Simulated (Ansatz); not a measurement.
System: HBr, net charge 1, doublet state. 
Coordinates optimised at B3LYP-D3(BJ)/def2-TZVP (Ansatz, a first-principles code):
```
Br
H 1 1.4597
```
Charge +1, spin multiplicity 2.

Parts of the frozen-core correlation energy in cc-pVDZ (Ansatz, hartree). Frozen orbitals: 14; correlated occupied orbitals by spin: 4 and 3; virtual: 14 and 15. UHF or UKS for open shells. No spin-orbit coupling. Non-relativistic.

```csv
term,value
reference (HF),-2572.57633
MP2 opposite-spin,[?]
MP2 same-spin,-0.02234
CCSD correlation,[?]
(T),[?]
CCSDT minus CCSD(T),-0.00032
CCSDT(Q) minus CCSD(T),-0.00045
T1 diagnostic,0.008
largest doubles amplitude,0.076
<S^2> of the reference,0.758
```

Task: Complete the blanks.

Result: 
- MP2 opposite-spin, value: -0.07752
- CCSD correlation, value: -0.11845
- (T), value: -0.00181
